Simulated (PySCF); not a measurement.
Compound: C2H13OPSi3.
Z-matrix (Å and degrees, PBE0-D3(BJ)/def2-SVP geometry), rows numbered from 1:
```
C 
C   1  1.5258
Si  2  1.8840  1  114.30
P   3  2.2680  2  107.82  1  -177.10
Si  4  2.2567  3   92.93  2   -93.43
O   5  1.6580  4  110.90  3   170.91
Si  6  1.6607  5  142.59  4   -32.16
H   1  1.1013  2  111.51  3  -179.40
H   1  1.1015  2  111.57  3    60.61
H   1  1.1016  2  111.66  3   -59.40
H   2  1.1041  1  110.66  3   121.32
H   2  1.1035  1  111.01  3  -121.54
H   3  1.4957  2  111.44  1   -58.99
H   3  1.5015  2  109.90  1    60.59
H   4  1.4286  3   96.09  2   171.16
H   5  1.4967  4  106.34  3    51.45
H   5  1.4900  4  112.60  3   -68.40
H   7  1.4934  6  110.43  5    56.33
H   7  1.4895  6  107.93  5   176.15
H   7  1.4944  6  110.40  5   -64.25
```

Computed with PySCF at PBE0/def2-SVPD, non-relativistic, on one gas-phase PBE0-D3(BJ)/def2-SVP geometry that isn't relaxed in the solvent. The solvent is an IEF-PCM continuum (Bondi radii, 1.10 Å for H, scaled by 1.2), and excitations are vertical TDDFT with non-equilibrium linear response and a frozen core. Specific hydrogen bonds and non-electrostatic terms are outside this model.

Gas-phase singlets (H = HOMO, L = LUMO):

| state | E (eV) | λ (nm) | f | leading configuration |
| --- | --- | --- | --- | --- |
| S1 | 5.920 | 209 | 0.021 | H→L 74% |
| S2 | 6.140 | 202 | 0.022 | H→L+1 71% |
| S3 | 6.572 | 189 | 0.024 | H→L+2 63% |
| S4 | 6.645 | 187 | 0.068 | H→L+3 85% |
| S5 | 6.739 | 184 | 0.050 | H-1→L 57% |

**Question.** How does the list change in chloroform (ε = 4.711)?

**Answer.** 
```json
{"state": "S1", "E (eV)": "5.946", "λ (nm)": "209", "f": "0.035", "leading configuration": "H→L 81%", "change by rank (eV)": "+0.026"}
{"state": "S2", "E (eV)": "6.175", "λ (nm)": "201", "f": "0.036", "leading configuration": "H→L+1 78%", "change by rank (eV)": "+0.035"}
{"state": "S3", "E (eV)": "6.571", "λ (nm)": "189", "f": "0.045", "leading configuration": "H→L+2 68%", "change by rank (eV)": "-0.001"}
{"state": "S4", "E (eV)": "6.625", "λ (nm)": "187", "f": "0.118", "leading configuration": "H→L+3 84%", "change by rank (eV)": "-0.020"}
{"state": "S5", "E (eV)": "6.724", "λ (nm)": "184", "f": "0.093", "leading configuration": "H-1→L 55%", "change by rank (eV)": "-0.015"}
```

**Question.** How does the list change in water (ε = 78.36)?

**Answer.** 
```json
{"state": "S1", "E (eV)": "5.968", "λ (nm)": "208", "f": "0.034", "leading configuration": "H→L 83%", "change by rank (eV)": "+0.048"}
{"state": "S2", "E (eV)": "6.221", "λ (nm)": "199", "f": "0.033", "leading configuration": "H→L+1 80%", "change by rank (eV)": "+0.081"}
{"state": "S3", "E (eV)": "6.589", "λ (nm)": "188", "f": "0.030", "leading configuration": "H→L+2 64%", "change by rank (eV)": "+0.017"}
{"state": "S4", "E (eV)": "6.650", "λ (nm)": "186", "f": "0.116", "leading configuration": "H→L+3 80%", "change by rank (eV)": "+0.005"}
{"state": "S5", "E (eV)": "6.731", "λ (nm)": "184", "f": "0.087", "leading configuration": "H-1→L 47%", "change by rank (eV)": "-0.008"}
```

**Question.** The ground-state energy changes by -0.076 eV from gas to water. By how much does the total energy of gas-phase S1 change?

**Answer.** E(S1) = E(S0) + excitation energy, so it changes by -0.076 + 0.048 = -0.028 eV: it is lowered less than the ground state, which is what a blue shift means. This is the vertical state, with the slow part of the continuum still set for S0.

**Question.** How do the frontier levels move from gas to water?

**Answer.** 
| orbital | gas (eV) | solvent (eV) | change (eV) | Löwdin shares, gas | Löwdin shares, solvent |
| --- | --- | --- | --- | --- | --- |
| LUMO+2 | 0.29 | 0.40 | +0.11 | P4 21 %, Si3 18 %, H14 9 %, C1 8 % | P4 25 %, Si3 18 %, H14 10 %, Si7 8 % |
| LUMO+1 | 0.01 | 0.15 | +0.14 | P4 33 %, Si5 16 %, H15 16 %, Si3 10 % | P4 34 %, Si5 16 %, H15 14 %, Si3 10 % |
| LUMO | -0.32 | -0.27 | +0.05 | Si5 20 %, Si7 17 %, P4 10 %, O6 10 % | Si5 21 %, Si7 18 %, O6 10 %, P4 10 % |
| HOMO | -7.37 | -7.34 | +0.03 | P4 61 %, Si5 12 %, Si3 10 %, H15 5 % | P4 61 %, Si5 11 %, Si3 10 %, H15 5 % |
| HOMO-1 | -8.18 | -8.08 | +0.10 | P4 34 %, O6 16 %, Si3 16 %, Si5 9 % | P4 33 %, Si3 17 %, O6 13 %, C2 8 % |
| HOMO-2 | -8.57 | -8.41 | +0.16 | O6 15 %, C2 15 %, Si3 10 %, Si5 8 % | C2 23 %, Si3 15 %, P4 8 %, C1 8 % |
| HOMO-3 | -8.70 | -8.62 | +0.08 | O6 20 %, C2 14 %, Si3 10 %, Si7 8 % | O6 28 %, Si5 12 %, Si7 12 %, H20 11 % |

The HOMO–LUMO gap goes from 7.05 to 7.08 eV. Rows go by rank; for HOMO-3 and HOMO-2 the atom shares or the degeneracy differ between the runs, so the row needn't follow one orbital.
